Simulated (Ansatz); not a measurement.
C2H6GeOS (`[CH3][GeH2][O]C=S`), relaxed with RKS PBE0-D4/def2-TZVP in Ansatz from a PBE-D4/def2-SVP geometry. The force threshold is 0.005 eV/Å; the program also tests the step.

Charge 0, multiplicity 1.

Start:

```xyz
11

C     0.508   -0.354    1.732
Ge    0.026    0.889    0.309
O     0.442    0.018   -1.281
C    -0.490   -0.495   -2.085
S    -0.167   -1.350   -3.439
H    -0.118   -1.264    1.667
H     1.573   -0.640    1.630
H     0.355    0.120    2.722
H     0.906    2.159    0.263
H    -1.492    1.210    0.241
H    -1.542   -0.292   -1.760
```

```tsv
step	energy (eV)	largest force (eV/Å)	largest move (Å)
1	-71559.0386	0.565	0.000
2	-71559.0873	0.254	0.034
3 (rejected)	-71559.0381	0.871	0.074
4	-71559.0934	0.113	0.020
5	-71559.0942	0.038	0.013
6	-71559.0945	0.011	0.018
7	-71559.0947	0.017	0.019
8	-71559.0950	0.052	0.057
9	-71559.0952	0.078	0.036
10 (rejected)	-71559.0943	0.137	0.077
11	-71559.0955	0.059	0.038
12	-71559.0957	0.053	0.034
13	-71559.0958	0.043	0.011
14	-71559.0959	0.041	0.029
15	-71559.0961	0.043	0.040
16	-71559.0962	0.038	0.030
17	-71559.0963	0.016	0.027
18 (rejected)	-71559.0954	0.126	0.038
19	-71559.0964	0.020	0.018
20	-71559.0964	0.013	0.012
21	-71559.0964	0.011	0.017
22	-71559.0964	0.013	0.005
23	-71559.0964	0.009	0.004
24 (rejected)	-71559.0964	0.017	0.007
25	-71559.0964	0.003	0.004
```

End:

```xyz
11

C     0.548   -0.332    1.799
Ge   -0.012    0.770    0.314
O     0.369   -0.223   -1.171
C    -0.494   -0.428   -2.141
S    -0.189   -1.288   -3.474
H    -0.043   -1.248    1.828
H     1.601   -0.591    1.685
H     0.415    0.206    2.739
H     0.807    2.057    0.151
H    -1.525    1.044    0.254
H    -1.477    0.035   -1.985
```

Run time 89 s (4 threads of an Arm Neoverse V2 on a shared host); peak host memory 0.67 GiB.
